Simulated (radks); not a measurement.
Results of a calculation; reference values are marked as such.
Orbital eigenvalues (eV) of the rubidium ion Rb+, [Kr], at several levels of relativity; Dirac values are averaged over j with weights 2j + 1. Spin-unpolarised spherical Kohn-Sham, BLYP, point nucleus unless stated (finite: rms radius 4.2036 fm), a radial shooting solver on a logarithmic mesh with Libxc functionals. A level marked "c x" has the speed of light scaled by that factor and shares open shells by 2j + 1; other Dirac levels either fill j = l - 1/2 first or share by 2j + 1.

shell  non-rel.  scalar-rel.  scalar-rel., finite nucleus  Dirac, 2j+1 shares  change of magnitude, last against first (%)
1s       -14752       -15043                       -15043              -15037                                        +1.93
2s      -1948.5      -2014.3                      -2014.3             -2013.3                                        +3.33
2p      -1769.9      -1786.6                      -1786.6             -1786.3                                        +0.92
3s      -292.38      -303.42                      -303.42             -303.28                                        +3.73
3p      -227.99      -230.42                      -230.42             -230.42                                        +1.07
3d      -111.88      -109.63                      -109.63             -109.57                                        -2.06
4s      -36.317      -37.486                      -37.485             -37.473                                        +3.18
4p      -21.472      -21.475                      -21.476             -21.481                                        +0.04
